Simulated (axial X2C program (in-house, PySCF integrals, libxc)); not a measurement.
**Curves of IrBr from open-shell CI on d7 s1**

Calculated with an axial X2C code built on PySCF integrals: two-component X2C with atomic mean-field Coulomb and Gaunt terms, basis Ir dyall-v2z, Br dyall-v2z (cores contracted in-house). Orbitals come from Hartree–Fock averaged over the configuration Ir d7 s1; CI then distributes these electrons over the d, s shells of Ir.

Scan along the bond; masses Ir 192.963 u, Br 78.918 u. Energies in cm⁻¹ from the lowest point; levels are followed by energy order within each Ω. Lowest level at 2.499 Å: 100% d7 s1.

```json
{"R (Å)": "2.324", "(1)Ω=5": "2203", "(1)Ω=4": "2275", "(1)Ω=3": "2694", "(1)Ω=2": "3034", "(1)Ω=1": "3307", "(1)Ω=0": "3446", "(2)Ω=4": "5296"}
{"R (Å)": "2.412", "(1)Ω=5": "612", "(1)Ω=4": "907", "(1)Ω=3": "1278", "(1)Ω=2": "1548", "(1)Ω=1": "1731", "(1)Ω=0": "1808", "(2)Ω=4": "4240"}
{"R (Å)": "2.499", "(1)Ω=5": "0", "(1)Ω=4": "416", "(1)Ω=3": "766", "(1)Ω=2": "983", "(1)Ω=1": "1102", "(1)Ω=0": "1145", "(2)Ω=4": "4001"}
{"R (Å)": "2.599", "(1)Ω=5": "135", "(1)Ω=4": "619", "(1)Ω=3": "954", "(1)Ω=2": "1127", "(1)Ω=1": "1199", "(1)Ω=0": "1219", "(2)Ω=4": "4424"}
{"R (Å)": "2.699", "(1)Ω=5": "890", "(1)Ω=4": "1398", "(1)Ω=3": "1716", "(1)Ω=2": "1859", "(1)Ω=1": "1904", "(1)Ω=0": "1911", "(2)Ω=4": "5363"}
{"R (Å)": "2.811", "(1)Ω=5": "2217", "(1)Ω=4": "2720", "(1)Ω=3": "3019", "(1)Ω=2": "3139", "(1)Ω=1": "3167", "(1)Ω=0": "3169", "(2)Ω=4": "6811"}
{"R (Å)": "2.949", "(1)Ω=5": "4271", "(1)Ω=4": "4742", "(1)Ω=3": "5011", "(1)Ω=2": "5115", "(1)Ω=1": "5135", "(1)Ω=0": "5134", "(2)Ω=4": "8935"}
```

Question: Fit the curves (1)Ω=5, (1)Ω=4, (1)Ω=3, (1)Ω=2, (1)Ω=1, (1)Ω=0, (2)Ω=4 near their minima.

Answer: From the open-shell CI curves, Te from the lowest:

| level | Te (cm⁻¹) | Re (Å) | ωe (cm⁻¹) |
| --- | --- | --- | --- |
| (1)Ω=5 | 0 | 2.530 | 219.7 |
| (1)Ω=4 | 439 | 2.520 | 215.1 |
| (1)Ω=3 | 786 | 2.522 | 214.9 |
| (1)Ω=2 | 990 | 2.528 | 214.8 |
| (1)Ω=1 | 1091 | 2.535 | 215.6 |
| (1)Ω=0 | 1123 | 2.538 | 216.3 |
| (2)Ω=4 | 4035 | 2.487 | 217.7 |

Without dynamic correlation distances can be off by several hundredths of an Å (long for ionic bonds, short for multiple bonds) and the wavenumbers are rough.

The 7 lowest curves are shown; the next is (2)Ω=0, from 4577 cm⁻¹.

Dynamic correlation is missing, so gaps between terms are too wide and other configurations may lie lower; the lowest level listed is that of this model, not necessarily the ground state. For d shells the ligand-field splittings (σ, π, δ) and their order can be off by a thousand cm⁻¹ or more. At most 4 roots were kept for each Ω > 0 (twice that for Ω = 0) within 3.2 eV of the lowest, so higher up levels can be missing between those listed; levels with Ω > 0 are doubly degenerate and listed once, Ω = 0 levels singly. Some active spinors are only partly of the character that their shell is named for, so the shell names and counts are nominal.
